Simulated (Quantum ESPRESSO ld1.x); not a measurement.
Results of a calculation; reference values are marked as such.
Q: Os6+, 70 electrons, occupied as [Xe] 4f14 5d2. Code: ld1.x of Quantum ESPRESSO 7.5. Model: Dirac Kohn-Sham, LDA (Slater exchange, Perdew-Zunger correlation), spin-unpolarised, spherical densities, point nucleus; open shells are shared between the two j in proportion to 2j + 1. Some entries of the table are withheld. Estimate them.

orbital,occ.,eigenvalue (eV),r(max) (bohr),<1/r> (bohr^-1)
1s1/2,2,-73790.3,0.01103,90.45
2s1/2,2,-12910.3,0.06363,22.09
2p1/2,2,-12366.5,0.04711,22.05
2p3/2,4,-10836.7,0.05416,18.31
3s1/2,2,(1),0.1791,8.107
3p1/2,2,-2821.91,0.1675,8.024
3p3/2,4,-2488.35,0.1819,7.051
3d3/2,4,-2079.71,0.1420,6.950
3d5/2,6,-2007.40,0.1460,6.724
4s1/2,2,-709.423,0.4053,3.420
4p1/2,2,-607.328,0.4043,3.311
4p3/2,4,-528.714,0.4346,2.970
4d3/2,4,-360.986,0.4294,2.762
4d5/2,6,-346.418,0.4389,2.681
5s1/2,2,-169.827,0.9089,(2)
5p1/2,2,-137.384,(3),1.260
4f5/2,6,(4),0.4022,2.267
4f7/2,8,(5),0.4070,2.235
5p3/2,4,-124.020,(6),1.148
5d3/2,0.8,-78.4846,1.234,0.9151
5d5/2,1.2,-76.7863,1.262,0.8935

A: 
(1) 3s1/2 eigenvalue (eV): -3065.35
(2) 5s1/2 <1/r> (bohr^-1): 1.375
(3) 5p1/2 r(max) (bohr): 0.9637
(4) 4f5/2 eigenvalue (eV): -133.666
(5) 4f7/2 eigenvalue (eV): -130.835
(6) 5p3/2 r(max) (bohr): 1.040
